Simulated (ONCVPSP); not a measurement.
## rhenium (Re), ONCV: configuration errors across variants

* Element: Re
* Generator: ONCVPSP 4.0.1
* Type: optimised norm-conserving Vanderbilt (ONCV)
* Functional: LDA (Perdew-Zunger)
* Relativity: scalar-relativistic
* Frozen core: [Kr] 4d10 4f14
* Valence charge: 15
* Reference configuration: 5s2 5p6 5d5 6s2
* Partial waves: 5s+6s: rc 1.70 bohr, ncon 4, nbas 7, qcut 6.7 1/bohr, 2 projectors; 5p: rc 1.55 bohr, ncon 4, nbas 8, qcut 7.2 1/bohr, 1 projector; 5d: rc 2.35 bohr, ncon 4, nbas 9, qcut 7.5 1/bohr, 3 projectors, debl 3 Ha
* Local potential: polynomial inside 1.10 bohr (lpopt 1, dvloc0 0 Ha)
* Core correction: none

All-electron excitation energies from the reference (eV): (1) 5s2 5p6 5d5 6s1 9.516; (2) 5s2 5p6 5d5 6s0 26.196; (3) 5s2 5p6 5d4 6s0 53.640; (4) 5s2 5p6 5d5 6s0 6p1 15.424.

1 further variants failed, have other tests or too few solved ones, and are left out.

Errors AE − PS in meV (a dash: test not solved or not reliable):

```tsv
change	(1)	(2)	(3)	(4)	bound ghosts	GHOST(+) flags above zero
base	-3.2	-8.8	-14	+127	none	s
d: qcut 4.7	-2.2	-6.1	-7.3	+128	none	s
d: qcut 5.8	-2.7	-7.3	-11	+128	none	s, d
d: qcut 8	-3.3	-9.0	-14	+127	none	s
d: qcut 9.2	-3.2	-8.8	-14	+127	none	s
d: qcut 10.3	-3.5	-9.4	-14	+127	none	s
```

(1) Give the same row for: d: qcut 6.8.

Answers

(1) -3.1, -8.7, -13, +127; bound ghosts: none; GHOST(+) flags above zero: s.
